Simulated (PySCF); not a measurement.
**BeF⁺: from constants to spectrum**

RHF-CCSD(T) constants of BeF⁺, ¹Σ⁺ (singlet), closed shell (basis Be cc-pVDZ, F cc-pVDZ; no relativity; PySCF 2.14; masses 9.0122 and 18.9984 u):

- ωe: 1355.9 cm⁻¹
- ωexe: 6.87 cm⁻¹
- Be: 1.4604 cm⁻¹
- αe: 0.0128 cm⁻¹
- D (centrifugal): 6.78e-06 cm⁻¹
- De to Be⁺ + F: 5.35 eV

**Question.** Give the vibrational terms G(v) and spacings up to v = 6.

**Answer.** G(v) = ωe(v+½) − ωexe(v+½)².

```csv
v,G(v) (cm⁻¹),G(v) − G(v−1),Bv (cm⁻¹)
0,676.2,,1.454
1,2018.4,1342.2,1.441
2,3346.8,1328.4,1.428
3,4661.5,1314.7,1.416
4,5962.4,1300.9,1.403
5,7249.6,1287.2,1.390
6,8523.1,1273.5,1.377
```

**Question.** How well does the Morse estimate ωe²/(4ωexe) reproduce De, and what is D0?

**Answer.** It gives 8.29 eV, 155 % of the computed De. D0 = De − G(0) = 5.35 − 0.08 = 5.27 eV.

Correlated steps freeze 1 core orbital. Correlated levels converge slowly with the basis: in double zeta they bind strong bonds too weakly, by up to about 1 eV, and carry superposition errors of some tenths. For an ion De counts to the pair picked by the measured ionisation energies or electron affinities, which need not be the lowest pair at this level. Where the molecule has an RHF reference, its open-shell atoms are computed with UHF.
